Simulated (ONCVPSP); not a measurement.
## cadmium: one change to an ONCV potential, before and after

Cd (Z = 48), optimised norm-conserving Vanderbilt (ONCV), made with ONCVPSP 4.0.1 (LDA (Perdew-Wang 92), scalar-relativistic). Core [Ar] 3d10, reference 4s2 4p6 4d10 5s2. Waves: 4s+5s: rc 1.65 bohr, ncon 4, nbas 7, qcut 7.1 1/bohr, 2 projectors; 4p: rc 1.40 bohr, ncon 4, nbas 8, qcut 9.3 1/bohr, 2 projectors, debl 2.6 Ha; 4d: rc 1.75 bohr, ncon 3, nbas 8, qcut 8 1/bohr, 2 projectors, debl 2.3 Ha. Local part: polynomial inside 0.95 bohr (lpopt 4, dvloc0 0 Ha). Core correction: none.

All-electron outer shells of the reference configuration (LDA (PZ), scalar-relativistic, ld1.x):

| shell | level (eV) | outermost node (bohr) | outermost maximum (bohr) |
| --- | --- | --- | --- |
| 3d | -394.01 | – | 0.27 |
| 4s | -105.84 | 0.43 | 0.79 |
| 4p | -66.99 | 0.43 | 0.84 |
| 4d | -11.90 | 0.42 | 0.98 |
| 5s | -5.96 | 1.07 | 2.32 |

Change: core correction Teter function, fcfact 5, rcfact 1.25.

Cutoffs: the cutoffs (Ha) at which the residual kinetic energy of the hardest occupied pseudo-wave falls to 1 and 0.1 mHa per electron; they do not see the model core or the augmentation charge, which bear on the density cutoff. Errors are all-electron minus pseudo energies relative to the spin-unpolarised reference configuration.

What does the change do?

The potential gets neither clearly harder nor softer (25 Ha and 34 Ha → 25 Ha and 34 Ha); of the 4 tests that both files solve, the error grows in 3 and shrinks in 0 by more than 15 % and 0.3 meV (median size 7.3 → 9.1 meV); neither file shows a bound ghost. A model core, the more so a compact one, raises the density cutoff, which this test does not measure.

```csv
quantity,base,changed
"cutoff, loose",25 Ha,25 Ha
"cutoff, tight",34 Ha,34 Ha
bound ghosts,none,none
GHOST(+) flags under 300 eV,s at 218.7 eV,s at 218.7 eV
"error for 4s2 4p6 4d10 5s1, meV [ΔE 9.62 eV]",-1.7,-2.1
"error for 4s2 4p6 4d10 5s0, meV [ΔE 27.14 eV]",-6.5,-8.8
"error for 4s2 4p6 4d9 5s0, meV [ΔE 65.40 eV]",-8.1,-9.4
"error for 4s1 4p6 4d10 5s2, meV [ΔE 113.45 eV]",-558,-637
s: phases at 1.68 bohr within 0.05 rad from the reference energy up to (Ha; the scan ends near 5),to the end of the scan,to the end of the scan
p: phases at 1.42 bohr within 0.05 rad from the reference energy up to (Ha; the scan ends near 5),to the end of the scan,to the end of the scan
d: phases at 1.78 bohr within 0.05 rad from the reference energy up to (Ha; the scan ends near 5),to the end of the scan,to the end of the scan
```
